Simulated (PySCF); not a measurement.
# Nickel: a sound run and one with changed settings

Sound run: Ni⁺ [Ar] 3d9, Ni²⁺ [Ar] 3d8. All numbers are calculated (PySCF 2.14, the spin-free X2C one-electron Hamiltonian (Gaussian nucleus), in jorge-DZP-DKH). In the sound run the correlated levels freeze [Ar]. The sound run starts from symmetry-adapted Hartree-Fock orbitals and uses a fine grid where one is needed.

Changed run: initial guess minao, at most 50 SCF cycles, level shift 0.1 hartree.

```json
{"species": "Ni⁺", "method": "UHF", "sound run (hartree)": "-1518.67849", "changed run (hartree)": "-1518.67849", "converged": "no"}
{"species": "Ni⁺", "method": "B3LYP", "sound run (hartree)": "-1520.18700", "changed run (hartree)": "-1520.18721", "converged": "yes"}
{"species": "Ni⁺", "method": "TPSS", "sound run (hartree)": "n/a", "changed run (hartree)": "-1520.17641", "converged": "no"}
{"species": "Ni²⁺", "method": "UHF", "sound run (hartree)": "-1518.14844", "changed run (hartree)": "-1518.14844", "converged": "yes"}
{"species": "Ni²⁺", "method": "B3LYP", "sound run (hartree)": "-1519.54463", "changed run (hartree)": "-1519.54463", "converged": "yes"}
{"species": "Ni²⁺", "method": "TPSS", "sound run (hartree)": "-1519.53432", "changed run (hartree)": "-1519.53432", "converged": "yes"}
{"species": "Ni²⁺", "method": "MP2", "sound run (hartree)": "-1518.30640", "changed run (hartree)": "-1518.30156", "converged": "yes"}
```

Ionisation energy of Ni⁺:

| method | sound run (eV) | changed run (eV) |
| --- | --- | --- |
| B3LYP | 17.480 | 17.485 |

Where the changed run lies lower, it found another determinant of the same configuration, with other orbitals of the open shell filled.

For comparison, NIST gives 18.169 eV between the lowest levels.
